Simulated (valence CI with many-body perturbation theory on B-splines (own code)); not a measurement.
Pt³⁹⁺ in brief

Calculated by configuration interaction combined with many-body perturbation theory (CI+MBPT): three valence electrons over a frozen Dirac-Fock core [Kr], a basis of 9 s, 9 p, 10 d, 8 f, 5 g, 3 h, 1 i functions for each j, with the one-electron correlation potential Σ1 (screened to all orders), the two-electron term Σ2, the three-electron term Σ3, Breit, model QED; selected single and double excitations, second order for the rest (own B-spline code, finite nucleus).

The last digits are not significant, and no measured levels were compared; by estimate large intervals hold to a few tenths of a per cent, small ones and those within an open d or f shell to about a per cent. Only levels of the ground parity were solved; by the run's estimate the other parity begins above the list, which can be wrong where configurations are misplaced.

Levels are named by their leading jj configuration (3d3/2^4 stands for four electrons in 3d with j = 3/2), which in mixed levels can hold well under half, so a name can repeat and another be missing.

Rates and lifetimes use the calculated energies. Strong lines usually hold to 10 to 20 %, long lifetimes can be off by a factor of two.

Q: What is the ground level?

A: (4d3/2^3) J=3/2, composition 47 % 4d3 4F + 38 % 4d3 2D + 10 % 4d3 2P, g = 0.708.

Q: Name the longest-lived excited levels whose lifetime is computed, and their main decay.

A: (4d3/2^2 4d5/2) J=9/2 at 204870 cm⁻¹ lives 19.1 s, mostly by M1 to (4d3/2^2 4d5/2) J=7/2.

Q: How well does LS coupling describe the low levels?

A: Among the lowest 19 levels the leading LS term, summed over configurations, holds 57 % on average. For single configurations the figures are 56 % in LS and 97 % in jj coupling. Terms mix most in the J = 5/2 level at 413510 cm⁻¹, where the leading one holds 39 %.

Q: What is the ionisation energy?

A: 1822.4 eV; NIST lists 1821 ± 4 eV (theoretical).
